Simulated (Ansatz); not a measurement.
Species: sum formula LaOH, charge 0, multiplicity 1. 
Geometry from a B3LYP-D3(BJ)/def2-TZVP (Ansatz, a first-principles code) optimisation:
```
O
H 1 0.9580
La 1 2.0965 2 180.00
```
Charge 0, spin multiplicity 1.

Basis-set convergence of Hartree-Fock and CCSD(T) correlation energies (hartree) with Ansatz. Valence correlation only, unless marked. No spin-orbit coupling. The frozen core is the preceding noble-gas configuration, with the filled d and f shells of earlier blocks. Past Kr the def2 sets carry scalar-relativistic core potentials.

The Hartree-Fock reference is unstable (checked in the largest basis), which strains HF and MP2. 

```json
[
 {"basis": "def2-SVPD", "functions": "66", "E(HF)": "-106.54715", "E(corr, CCSD(T))": "-0.26776", "rough core time": "under 20 s"},
 {"basis": "def2-TZVPPD", "functions": "116", "E(HF)": "-106.63959", "E(corr, CCSD(T))": "-0.31787", "rough core time": "under 20 s"},
 {"basis": "def2-QZVPPD", "functions": "180", "E(HF)": "-106.64485", "E(corr, CCSD(T))": "-0.33733", "rough core time": "26 s"}
]
```

Extrapolating the two largest sets (X = 3 and 4) as X^-3: E(corr) = (64·(-0.33733) - 27·(-0.31787))/37 = -0.3515 Eh, an estimate of the basis-set limit. The largest set recovers 96.0 % of it, the smallest 76.2 %.
